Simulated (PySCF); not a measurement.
An unknown is described by computed data only.

Elements present: C, H, O and Si. Monoisotopic mass: 148.0012 u.

- 1H NMR: chemical shifts (computed TMS as zero) by class: 6.17 (1 H), 5.14 (1 H), 5.07 (1 H), 4.89 (1 H), 1.21 (1 H), 1.09 (1 H), 0.97 (1 H), 0.95 (1 H) ppm [GIAO PBE0/pcSseg-1]
- Rotational structure: rotational constants A, B, C: 2.932, 0.896, 0.831 GHz [PBE0-D3(BJ)/def2-SVP]
- Triplet: lowest triplet excitation (Tamm–Dancoff): 4.30 eV [TDA CAM-B3LYP/def2-SVPD]
- XPS: Si2p3/2 107.3, Si2p3/2 107.4, C1s 290.5, C1s 290.5, C1s 294.2, O1s 537.7, O1s 537.9, O1s 540.0, Si1s 1847.2, Si1s 1847.3 eV [ΔSCF SCAN, pcX-2 on the ionised atom, pcseg-1 elsewhere, spin-free X2C, 2p3/2 from a spin–orbit splitting computed afterwards within the 2p shell]
- Dipole: 2.74 D [CAM-B3LYP/def2-SVPD]
- 13C NMR: chemical shifts (computed TMS as zero) by class: 184.0 (1 C), 9.0 (1 C), 8.1 (1 C) ppm [GIAO PBE0/pcSseg-1]
- UV, strongest line: among the 10 lowest singlet transitions: S3 at 7.22 eV (172 nm, f = 0.063) [TDDFT CAM-B3LYP/def2-SVPD]

The electronic properties come from PySCF, for the isolated species, density fitting. Levels stand in brackets. The structure is a single PBE0-D3(BJ)/def2-SVP conformer in the gas phase; no vibrational or solvent corrections. Each NMR value is the plain mean over a class of atoms that symmetry, rotation or inversion makes alike.

**Question.** Which formula fits the mass and the elements?

**Answer.** C3H8O3Si2 (calculated 148.0012). No other formula that holds each of these elements comes within 0.0003 u with a fitting electron parity and a possible valence count.

**Question.** Propose a structure and show how it fits.

**Answer.** Numbering: `[O:1]=[C:2]([OH:3])[Si@@H:4]1[CH2:5][CH2:6][SiH2:7][O:8]1`. Its formula, C3H8O3Si2, gives 2 degrees of unsaturation: 1 ring and 1 π bond in the structure found. 3 carbons fall into 3 classes; from least to most shielded: carbonyl carbon [C2] (184.0 ppm), ring sp3 carbon bound to silicon [C5] (9.0 ppm), ring sp3 carbon bound to silicon [C6] (8.1 ppm). Hydrogen classes from least to most shielded: 1 H on an acid hydroxyl oxygen, O3 (6.17 ppm), 1 H on an oxygen-bound silicon, Si7 (5.14 ppm), 1 H on an oxygen-bound silicon, Si7 (5.07 ppm), 1 H on an oxygen-bound silicon, Si4 (4.89 ppm), 1 H on an sp3 carbon bound to silicon, C5 (1.21 ppm), 1 H on an sp3 carbon bound to silicon, C6 (1.09 ppm), 1 H on an sp3 carbon bound to silicon, C5 (0.97 ppm), 1 H on an sp3 carbon bound to silicon, C6 (0.95 ppm). The core levels belong to: Si2p3/2 107.3 eV, oxygen-bound silicon [Si7]; Si2p3/2 107.4 eV, oxygen-bound silicon [Si4]; C1s 290.5 eV, sp3 carbon bound to silicon [C6]; C1s 290.5 eV, sp3 carbon bound to silicon [C5]; C1s 294.2 eV, carbonyl carbon [C2]; O1s 537.7 eV, siloxane oxygen [O8]; O1s 537.9 eV, acid carbonyl oxygen [O1]; O1s 540.0 eV, acid hydroxyl oxygen [O3]; Si1s 1847.2 eV, oxygen-bound silicon [Si7]; Si1s 1847.3 eV, oxygen-bound silicon [Si4]. The optimised geometry has point group C1 and is an asymmetric top. Structure: `O=C(O)[Si@@H]1CC[SiH2]O1`. The assignments are read from this structure; whether some other isomer fits the data as well wasn't checked. The mirror image fits equally.
